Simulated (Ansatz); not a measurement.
`FB[SiH3]` + `NCS` → `[SiH3]NCS` + `BF`  (cleavage of the Si–B bond)

Isolated molecules relaxed with PBE0-D4/def2-TZVP in Ansatz; ΔE leaves out vibrations. CCSD(T)/CBS adds triple-zeta CCSD(T) − MP2 to the extrapolated MP2 energy (def2 sets, frozen cores). This one scheme is used for every species. Functionals use def2-TZVPP. B3LYP here is the variant with VWN-RPA as its local correlation; programs differ in this. One conformer a species, not always the lowest.

`FB[SiH3]`:

Z-matrix (Å, degrees):
```
Si
B 1 2.035
H 1 1.487 2 113.6
H 1 1.490 2 109.0 3 -121.9
H 1 1.491 2 108.5 3 121.3
F 2 1.321 1 121.0 3 -4.0
H 2 1.203 1 122.9 3 176.3
```

`NCS`:

Z-matrix (Å, degrees):
```
C
S 1 1.811
N 1 1.444 2 112.7
H 1 1.097 2 107.3 3 -128.3
H 1 1.092 2 104.7 3 117.9
H 2 1.342 1 96.7 3 83.9
H 3 1.012 1 111.0 2 -65.0
H 3 1.014 1 110.4 2 175.5
```

`[SiH3]NCS`:

Z-matrix (Å, degrees):
```
Si
N 1 1.728
H 1 1.490 2 115.5
H 1 1.485 2 106.9 3 120.5
H 1 1.486 2 107.0 3 -120.2
C 2 1.425 1 123.6 3 73.9
H 2 1.009 1 118.0 3 -79.4
S 6 1.847 2 111.1 1 -82.2
H 6 1.091 2 111.1 1 157.5
H 6 1.091 2 109.5 1 37.5
H 8 1.344 6 97.1 2 -174.9
```

`BF`:

Cartesian coordinates in Å:
```
B -0.029 0.033 -0.022
F 0.750 -0.848 0.570
H -1.058 0.322 0.518
H 0.338 0.493 -1.065
```

(1) Is it downhill or uphill in electronic energy at CCSD(T)/CBS, and by how much? (Best estimate.)

(2) What do these levels give: PBE-D4, r2SCAN-D4, B3LYP-D4, ωB97X-V, ωB97M-V, PBE, r2SCAN, B3LYP, HF/def2-TZVPP, CCSD(T)/def2-TZVPP, HF/def2-QZVPP, HF/CBS(def2)? (Estimate.)

Largest T1 diagnostic among the species: 0.014.

Results:

(1) Computed: Downhill: ΔE = -0.80 eV.

(2) Computed: PBE-D4 -0.63, r2SCAN-D4 -0.74, B3LYP-D4 -0.82, ωB97X-V -0.76, ωB97M-V -0.80, PBE -0.58, r2SCAN -0.73, B3LYP -0.74, HF/def2-TZVPP -0.89, CCSD(T)/def2-TZVPP -0.80, HF/def2-QZVPP -0.90, HF/CBS(def2) -0.90 eV.

The D4 term adds −0.08 eV with B3LYP and −0.04 eV with PBE0; it sums over pairs of atoms, weighted by their polarisabilities, and B3LYP, whose exchange is more repulsive, gets the larger term. From PBE to PBE0 (25 % exact exchange), in def2-TZVPP and without D4, ΔE moves by −0.07 eV.
